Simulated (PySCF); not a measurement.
# Computed properties of C2H4N2OSi, SMILES N#C/N=C/O[SiH3]

C₂H₄N₂OSi, SMILES [SiH3]O/C=N/C#N. Geometry: B3LYP-D3(BJ)/def2-SVP. The structure was generated by enumeration; whether it is a known compound was not checked. The values are those of a single conformer. All values are computed for the isolated molecule unless a solvent is named; none is compared with measurement here.

**Structure.** The optimised structure has Cs symmetry. All 24 harmonic modes at B3LYP-D3(BJ)/def2-SVP (PySCF) are real, so it is a minimum. With heavy atoms numbered as in [N:1]#[C:2]/[N:3]=[CH:4]/[O:5][SiH3:6], the shortest bond between them is N1–C2 at 1.165 Å and the longest O5–Si6 at 1.735 Å.

**Vibrations.** The strongest infrared lines (harmonic, unscaled, degenerate partners summed) lie at 1715 cm⁻¹ (505 km/mol, C 54 %, N 41 %), 949 cm⁻¹ (332 km/mol, H 91 %), 1335 cm⁻¹ (284 km/mol, H 43 %, O 35 %, C 20 %). The softest mode is at 103 cm⁻¹ and the zero-point energy is 37.9 kcal/mol.

**Electronic structure.** PBE0/def2-TZVP (PySCF) places the frontier levels at -8.33 and -1.68 eV, a gap of 6.65 eV, and gives a dipole moment of 5.16 D and a mean polarisability of 66.4 bohr³. PBE/def2-TZVP (PySCF) at the same geometry gives -7.06 and -2.67 eV, so its gap is 2.26 eV narrower. An orbital gap is neither the optical nor the fundamental gap.

**Excitations.** TDDFT-B3LYP/def2-SVPD (PySCF) has S1 at 4.85 eV (256 nm, f = 0.000, dark); the most intense of the 10 singlets computed lies at 5.77 eV (f = 0.20). T1 (TDA) is at 4.03 eV. TDDFT-PBE/def2-SVPD (PySCF) puts S1 at 4.49 eV. No vertical singlet excitation falls in the visible range (under 3.1 eV).

**NMR.** GIAO shifts at PBE0/pcSseg-1 (PySCF) (non-relativistic, atoms alike by connectivity averaged): ¹³C from 117.1 to 177.1 ppm against TMS; ¹H from 5.2 to 8.3 ppm against TMS; ²⁹Si at -24.9 ppm against TMS.

**Solvation.** SMD-ωB97X/6-31G* (PySCF) gives -3.1 kcal/mol in water, -8.6 kcal/mol in ethylethanoate, -9.6 kcal/mol in N,N-dimethylformamide (1 M in both phases, gas-phase geometry); of these solvents N,N-dimethylformamide holds the molecule best.
